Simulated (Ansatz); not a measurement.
A nudged elastic band was laid between two geometries of C3H11ClSi2 (17 atoms, charge 0, multiplicity 1).

Theory: RKS PBE0/STO-3G (Ansatz 0.2.0).

```json
{
  "movable images": "7",
  "climbing image": "yes",
  "spring": "2.0 to 10.0 eV/Å², energy-weighted",
  "optimiser": "quadratic models (default)",
  "start path": "IDPP",
  "force threshold": "0.05 eV/Å",
  "iteration limit": "50",
  "end points": "relaxed"
}
```

Initial state:

```xyz
17
Properties=species:S:1:pos:R:3
C -2.155 -1.762 -0.829
Si -0.879 -0.933 0.254
C -0.130 0.537 -0.659
C 0.684 1.492 0.243
Si 2.289 0.794 0.965
Cl 1.127 3.014 -0.734
H -1.710 -2.122 -1.761
H -2.963 -1.073 -1.089
H -2.601 -2.622 -0.319
H 0.161 -1.875 0.596
H -1.491 -0.464 1.475
H -0.945 1.109 -1.121
H 0.506 0.180 -1.480
H 0.037 1.880 1.048
H 3.091 0.248 -0.102
H 1.957 -0.249 1.905
H 3.001 1.846 1.647
```

Final state:

```xyz
17
Properties=species:S:1:pos:R:3
C -2.074 -1.013 0.419
Si -0.424 -1.516 -0.298
C 0.395 -0.083 -1.210
C 0.483 1.233 -0.405
Si 1.606 1.208 1.118
Cl 1.095 2.585 -1.530
H -2.740 -0.615 -0.353
H -1.962 -0.246 1.191
H -2.574 -1.871 0.878
H -0.607 -2.588 -1.248
H 0.447 -1.981 0.756
H -0.172 0.112 -2.131
H 1.403 -0.385 -1.524
H -0.533 1.567 -0.131
H 2.903 0.699 0.746
H 1.014 0.348 2.115
H 1.721 2.545 1.647
```

Which bonds break or form, and what moves?

No bond is made or broken. The dihedral H11–Si2–C3–H12 goes from -75 to 168°.

What energy profile does the band end with?

It converged. The highest image is number 4 of 0 to 8, 0.051 eV above the first end and 0.044 eV above the last; the last end lies 0.007 eV above the first. Another band between the same ends (7 images) ends at a top of the same energy, where a vibrational analysis finds 1 clearly imaginary mode. Limits of this set-up: minimal basis.

```
image  path coordinate (Å)  energy (eV)  dihedral H11–Si2–C3–H12 (°)
    0                 0.00        0.000                          -75
    1                 1.38        0.018                          -98
    2                 2.12        0.037                         -112
    3                 2.70        0.048                         -123
    4                 3.25        0.051                         -134
    5                 3.90        0.047                         -146
    6                 4.60        0.035                         -159
    7                 5.51        0.019                         -173
    8                 7.05        0.007                          168
```

What is the geometry of the highest image?


```xyz
17
Properties=species:S:1:pos:R:3
C -2.400 -1.371 -0.450
Si -0.602 -1.284 0.047
C 0.270 0.105 -0.895
C 0.609 1.338 -0.027
Si 2.073 1.132 1.156
Cl 1.012 2.778 -1.138
H -2.507 -1.571 -1.521
H -2.918 -0.432 -0.234
H -2.918 -2.169 0.090
H 0.051 -2.538 -0.248
H -0.507 -1.045 1.468
H -0.387 0.427 -1.714
H 1.187 -0.272 -1.365
H -0.291 1.676 0.515
H 3.251 0.812 0.388
H 1.793 0.055 2.075
H 2.266 2.356 1.892
```

Run time: 5.3 min on 1 thread of Arm Neoverse V2, on a shared host, peak memory 0.15 GiB.
